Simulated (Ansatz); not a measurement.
System: C6H11 (charge 0, doublet). It need not be the lowest isomer of its formula. 
Structure (B3LYP-D3(BJ)/def2-TZVP (Ansatz, a program for electronic structure) minimum search):
SMILES: [CH2]/C=C\CCC
```xyz
17

C      2.5919     0.2335     0.8596
C      1.3396     0.6347     0.0865
C      0.4859    -0.5787    -0.3260
C     -0.7276    -0.1942    -1.1038
C     -1.9937    -0.0024    -0.5716
C     -2.3634    -0.1547     0.7472
H      3.1803     1.1077     1.1441
H      2.3330    -0.3060     1.7739
H      3.2319    -0.4193     0.2612
H      0.7241     1.3065     0.6903
H      1.6193     1.1966    -0.8092
H      0.2080    -1.1354     0.5726
H      1.1070    -1.2507    -0.9275
H     -0.5906    -0.0006    -2.1619
H     -2.7690     0.3033    -1.2682
H     -3.3824     0.0207     1.0613
H     -1.6581    -0.4518     1.5113
```
Charge 0, spin multiplicity 2.

Dipole moments at this geometry, in debye (magnitudes).

```json
[
 {"level": "PBE/def2-TZVPD", "program": "Ansatz", "dipole (D)": "0.55"},
 {"level": "BLYP/def2-TZVPD", "program": "Ansatz", "dipole (D)": "0.54"},
 {"level": "revPBE/def2-TZVPD", "program": "Ansatz", "dipole (D)": "0.54"},
 {"level": "r2SCAN/def2-TZVPD", "program": "Ansatz", "dipole (D)": "0.50"},
 {"level": "B97M-V/def2-TZVPD", "program": "Ansatz", "dipole (D)": "0.49"},
 {"level": "PBE0/def2-TZVPD", "program": "Ansatz", "dipole (D)": "0.49"},
 {"level": "r2SCAN0/def2-TZVPD", "program": "Ansatz", "dipole (D)": "0.46"},
 {"level": "CAM-B3LYP/def2-TZVPD", "program": "Ansatz", "dipole (D)": "0.48"},
 {"level": "wB97X-V/def2-TZVPD", "program": "Ansatz", "dipole (D)": "0.48"},
 {"level": "CCSD(T)/aug-cc-pVDZ", "program": "Ansatz", "dipole (D)": "0.43"}
]
```
